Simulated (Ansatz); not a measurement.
```yaml
crystal:
  periodic: [false, false, false]
  atoms:
    - {symbol: N, position_ang: [-0.973102, 0.096441, -0.511268]}
    - {symbol: Ge, position_ang: [0.531163, -0.085904, 0.353562]}
    - {symbol: O, position_ang: [0.782394, -1.740674, 0.756397]}
    - {symbol: H, position_ang: [-0.987074, -0.113998, -1.455467]}
    - {symbol: H, position_ang: [-1.486778, 0.895743, -0.328633]}
    - {symbol: H, position_ang: [0.432645, 0.725103, 1.579586]}
    - {symbol: H, position_ang: [1.759504, 0.158006, -0.438049]}
basis:
  gaussian: {orbitals: def2-TZVPD}
total_charge: -1
hamiltonian: {xc: {name: wB97}}
scf: {lower_state_search: light}
output: {forces: true}
```

```sh
$ ansatz run in.yaml --threads 4 --pin off --events-out ev --progress --plain --max-ram 10444MiB
```

Output, abridged:

```
Functional definition: wB97
940 factors; their error is unknown
392 factors; integrals over basis functions are off by at most 4.1e-5 eV
mean field evaluation 1: about -60121.6336 eV, gradient 4.9e1 eV
mean field evaluation 2: about -60117.2705 eV, gradient 7.4e1 eV
mean field evaluation 4: about -60125.7714 eV, gradient 3.3e0 eV
mean field evaluation 8: about -60125.7906 eV, gradient 1.6e-1 eV
mean field evaluation 16: about -60125.7787 eV, gradient 1.7e-4 eV
mean field -60125.77866138 eV, -2209.5816110894 hartree, gradient 7.0e-5 eV, S^2 0.000000; 0 other end points of the search recorded, 0 dependent functions left out
reference -60125.77864902 eV, -2209.5816106350 hartree; 26, 26 occupied and 141, 141 virtual orbitals, 940 factors
Total energy: -60125.77864902 eV, -2209.5816106350 hartree
Atom 0 at    -0.973102     0.096441    -0.511268 Å, force    -1.663146    -0.166265    -0.049902 eV/Å
Atom 1 at     0.531163    -0.085904     0.353562 Å, force     2.270809    -3.934536     1.662944 eV/Å
Atom 2 at     0.782394    -1.740674     0.756397 Å, force    -0.152770     0.145092     0.102311 eV/Å
Atom 3 at    -0.987074    -0.113998    -1.455467 Å, force    -0.096719    -0.547924    -2.067862 eV/Å
Atom 4 at    -1.486778     0.895743    -0.328633 Å, force    -1.286981     1.812752     0.263459 eV/Å
Atom 5 at     0.432645     0.725103     1.579586 Å, force    -0.214057     1.485978     1.172260 eV/Å
Atom 6 at     1.759504     0.158006    -0.438049 Å, force     1.142866     1.204903    -1.083210 eV/Å
Dipole moment:    -0.416050     1.250386    -0.515913 e Å
```

Run time 4.1 s (4 threads of an Arm Neoverse V1 on a shared host); peak host memory 0.34 GiB.
